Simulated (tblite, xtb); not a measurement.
C2H6N (SMILES C[N-]C), charge -1, singlet, geometry from GFN2-xTB. Base run: GFN1-xTB in xtb.

Geometry (Å):
```xyz
9

C     -0.0045    -0.1601     1.1442
N      0.0536     0.6358     0.0000
C     -0.0224    -0.1587    -1.1442
H      0.8298    -0.9437     1.2399
H      0.0553     0.4652     2.0468
H     -0.9566    -0.7931     1.2539
H      0.8103    -0.9421    -1.2539
H      0.0233     0.4677    -2.0468
H     -0.9760    -0.7916    -1.2398
```
Charge -1, spin multiplicity 1.
All else is at xtb's defaults.
Base energy -10.77895 Eh.

Programs used: tblite, xtb; a row that names a program was run with it.

Each row names what was changed in the base input (with any setting that the change needs).

```
change                                                      ΔE vs base (kcal/mol)  HOMO-LUMO gap (eV)  G_solv (kcal/mol)  SCF cycles
----------------------------------------------------------  ---------------------  ------------------  -----------------  ----------
base                                                                        0.000                4.09                  -           9
alpb = cs2                                                                 -36.77                4.13             -36.83           9
acc = 0.0001                                                                0.000                4.09                  -          11
program = tblite; method = gfn1; option = (--etemp, 2000)                   0.000                   -                  -           -
program = tblite; method = gfn1; option = --spin-polarized                  0.000                   -                  -           -
etemp = 5000                                                               -0.427                4.14                  -           9
gbsa = thf                                                                 -61.82                4.43             -62.41           9
program = tblite; method = gfn1; option = (--guess, eeq)                    0.000                   -                  -           -
etemp = 3000                                                               -0.010                4.09                  -           9
```

ALPB and GBSA are two models with their own fitted parameters for each solvent, which aren't always the measured dielectric constant.
